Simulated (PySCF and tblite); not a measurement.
Results of a calculation; reference values are marked as such.
C₄H₅FO₃, numbered as in [O:1]=[C:2]1[CH2:3][C@@H:4]([F:5])[O:6][CH2:7][O:8]1.

Conformers came from 60 starts (ETKDG and KDG, MMFF94s, GFN2-xTB); geometries are GFN2-xTB. Free energies are B3LYP-D3(BJ)/def2-SVP (IEF-PCM, dichloromethane) single points with GFN2-xTB rigid-rotor and vibrational terms (modes under about 50 cm⁻¹ blended into free rotors). Symmetry numbers and mirror images are counted. Conformers within 1 kcal/mol (GFN2-xTB free energy) were kept, 10 at most. GIAO shieldings: wB97X-D/pcSseg-1 (IEF-PCM, dichloromethane). Shifts are against TMS (¹H), TMS (¹³C) at the same level; of two unlike H on one atom, a is the less shielded. Run with PySCF (density fitting) and tblite.

(1) List the conformer-averaged shifts at 298.15 K.

Shifts are unscaled: against experiment ¹³C can be off by 15 ppm or more and ¹H by 0.8 ppm.

Answers

(1) ¹H: 6.29 (H4, 1H), 5.97 (H7a, 1H), 5.76 (H7b, 1H), 3.46 (H3a, 1H), 3.18 (H3b, 1H) ppm. ¹³C: 174.6 (C2), 111.0 (C4), 91.6 (C7), 43.0 (C3) ppm.
